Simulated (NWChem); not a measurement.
# C5H5FSi; SMILES C#C[SiH2][C@H](F)C#C

```xyz
12

C      0.2946    -3.3439    -0.2745
C     -0.1427    -2.2311    -0.0616
Si    -0.7896    -0.5509     0.2338
C      0.4722     0.7512    -0.4054
F      1.6556     0.5857     0.3412
C     -0.0581     2.0950    -0.2399
C     -0.5428     3.1914    -0.0863
H      0.6780    -4.3244    -0.4538
H     -2.0692    -0.3722    -0.4982
H     -0.9810    -0.3201     1.6841
H      0.7239     0.5659    -1.4582
H     -0.9617     4.1635     0.0438
```
Atoms are numbered in this order, from 1.

All runs: NWChem. Pople sets run with spherical d functions. The geometry was optimised at B3LYP/6-31G* (spherical d). Level: B3LYP/6-31G* with SMD (1 M gas to 1 M solution), gas-phase geometry. Reactions with the solvent are ignored.

### Question
Estimate the computed values for solvent water. Quantities: solvation free energy (kcal/mol); cavity-dispersion-structure term (kcal/mol); dipole in solution (D).

### Answer
The solvation free energy (kcal/mol) comes out as 0.6, the cavity-dispersion-structure term (kcal/mol) is 7.8 and the dipole in solution (D) comes out as 1.92.
